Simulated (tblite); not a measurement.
C₃H₁₅N₂PSi₂.
Atom-mapped SMILES: `[CH3:1][CH2:2][N:3]([SiH3:4])[Si@:5]([CH3:6])([NH2:7])[PH2:8]` (hydrogens: H9, H10, H11 on C1; H12, H13 on C2; H14, H15, H16 on Si4; H17, H18, H19 on C6; H20, H21 on N7; H22, H23 on P8)

Computed with GFN2-xTB (tblite), gas phase: L-BFGS steps from a force-field or distance-geometry start until the largest atomic force falls under 0.01 eV/Å.

Step 84: E = -706.0933 eV
```
atom  x, y, z in Å  |  force x, y, z in eV/Å
C1     -2.4346    1.0772    0.6600    0.019  -0.043  -0.026
C2     -1.4080    1.0139   -0.4652    0.034   0.048   0.004
N3     -0.5513   -0.1531   -0.3919    0.020  -0.004  -0.008
Si4    -1.2798   -1.6951   -0.6863    0.000   0.004  -0.078
Si5     1.0287   -0.0289    0.3272    0.007   0.008   0.043
C6      2.3313   -0.6397   -0.9394    0.039  -0.019  -0.004
N7      1.0562   -0.9401    1.8039    0.039  -0.009  -0.003
P8      1.4232    2.0803    1.0099   -0.048  -0.019  -0.016
H9     -3.1588    0.2726    0.5490    0.009   0.018   0.020
H10    -1.9258    0.9568    1.6138   -0.007   0.049   0.000
H11    -2.9580    2.0324    0.6461    0.046  -0.066   0.000
H12    -1.9194    1.0186   -1.4351   -0.006  -0.011   0.043
H13    -0.7769    1.9078   -0.4191    0.009   0.040   0.013
H14    -0.2097   -2.5909   -1.1295   -0.036   0.024   0.030
H15    -1.9353   -2.2600    0.4983   -0.003  -0.026   0.012
H16    -2.2671   -1.4625   -1.7435    0.010  -0.039   0.002
H17     2.2178   -0.1790   -1.9151   -0.031   0.010  -0.003
H18     2.2604   -1.7141   -1.0699   -0.044  -0.026  -0.030
H19     3.3373   -0.4265   -0.5894    0.018   0.034   0.012
H20     1.7493   -0.7148    2.5008   -0.034   0.016  -0.019
H21     0.9586   -1.9407    1.7358   -0.043   0.012   0.008
H22     1.6943    2.5785   -0.2501    0.005  -0.017  -0.018
H23     2.7629    1.8344    1.2455   -0.005   0.016   0.020
```

Step 85: E = -706.0945 eV
```
atom  x, y, z in Å  |  force x, y, z in eV/Å
C1     -2.4289    1.0811    0.6604    0.023  -0.066   0.022
C2     -1.4086    1.0136   -0.4706    0.024   0.016   0.012
N3     -0.5506   -0.1531   -0.3996    0.021  -0.013   0.012
Si4    -1.2788   -1.6955   -0.6909   -0.016  -0.022  -0.030
Si5     1.0262   -0.0308    0.3277    0.022  -0.007   0.031
C6      2.3316   -0.6399   -0.9380    0.021  -0.008  -0.001
N7      1.0578   -0.9442    1.8037    0.024   0.004  -0.017
P8      1.4118    2.0800    1.0080   -0.004   0.000  -0.013
H9     -3.1540    0.2742    0.5619    0.042   0.040   0.004
H10    -1.9150    0.9687    1.6130   -0.003   0.042  -0.015
H11    -2.9542    2.0346    0.6465    0.038  -0.047  -0.017
H12    -1.9280    1.0108   -1.4352   -0.009   0.000   0.014
H13    -0.7760    1.9065   -0.4357   -0.003   0.051   0.023
H14    -0.2116   -2.5917   -1.1417   -0.044   0.033   0.030
H15    -1.9243   -2.2608    0.5023    0.014  -0.014  -0.025
H16    -2.2772   -1.4624   -1.7368    0.011  -0.040  -0.005
H17     2.2186   -0.1793   -1.9139   -0.028   0.016   0.001
H18     2.2619   -1.7142   -1.0708   -0.035  -0.023  -0.019
H19     3.3358   -0.4232   -0.5849    0.021   0.021   0.004
H20     1.7496   -0.7194    2.5023   -0.037   0.017  -0.029
H21     0.9581   -1.9445    1.7355   -0.040   0.015   0.007
H22     1.7003    2.5776   -0.2494   -0.005  -0.030  -0.005
H23     2.7508    1.8390    1.2620   -0.038   0.014   0.016
```

**Question.** Estimate the geometry and energy of step 86. (The exact step hangs on the optimiser's Hessian estimate; all steps are aligned on step 85, rigid shifts and turns removed.)

**Answer.** E = -706.0955 eV, largest force 0.068 eV/Å
```
atom  x, y, z in Å  |  force x, y, z in eV/Å
C1     -2.4259    1.0802    0.6596    0.014  -0.039   0.046
C2     -1.4061    1.0147   -0.4710    0.014  -0.029   0.014
N3     -0.5475   -0.1520   -0.4025    0.015  -0.029   0.022
Si4    -1.2768   -1.6948   -0.6930   -0.033   0.008   0.001
Si5     1.0276   -0.0312    0.3295    0.021  -0.027   0.009
C6      2.3319   -0.6409   -0.9379   -0.006   0.008   0.002
N7      1.0598   -0.9471    1.8035    0.012  -0.001  -0.016
P8      1.4081    2.0808    1.0045   -0.015   0.015   0.019
H9     -3.1519    0.2745    0.5649    0.041   0.013  -0.017
H10    -1.9141    0.9714    1.6123    0.029   0.027   0.019
H11    -2.9523    2.0322    0.6470    0.024  -0.013  -0.032
H12    -1.9283    1.0096   -1.4328   -0.014   0.009  -0.024
H13    -0.7742    1.9075   -0.4383   -0.001   0.062   0.029
H14    -0.2123   -2.5925   -1.1403   -0.017   0.017   0.012
H15    -1.9222   -2.2607    0.4999    0.014  -0.013  -0.017
H16    -2.2797   -1.4617   -1.7337    0.010  -0.036  -0.021
H17     2.2156   -0.1786   -1.9129   -0.017   0.015   0.006
H18     2.2591   -1.7149   -1.0729   -0.014  -0.012  -0.008
H19     3.3354   -0.4216   -0.5844    0.022   0.000  -0.010
H20     1.7466   -0.7225    2.5072   -0.043   0.007  -0.041
H21     0.9552   -1.9473    1.7340   -0.027   0.038   0.016
H22     1.7015    2.5761   -0.2513   -0.005  -0.024  -0.031
H23     2.7460    1.8460    1.2644   -0.023   0.005   0.023
```

The energy changes by -0.0009 eV. The first-order estimate −F·Δx gives -0.0015 eV and the mean of the old and new forces, exact on a quadratic surface, -0.0009 eV. The step makes an angle of 66° with the force vector and moves no atom by more than 0.009 Å.

The cost below is that of the whole relaxation. On an Arm Neoverse N1 with one thread, no GPU (shared host), this took 3.3 s of wall time.
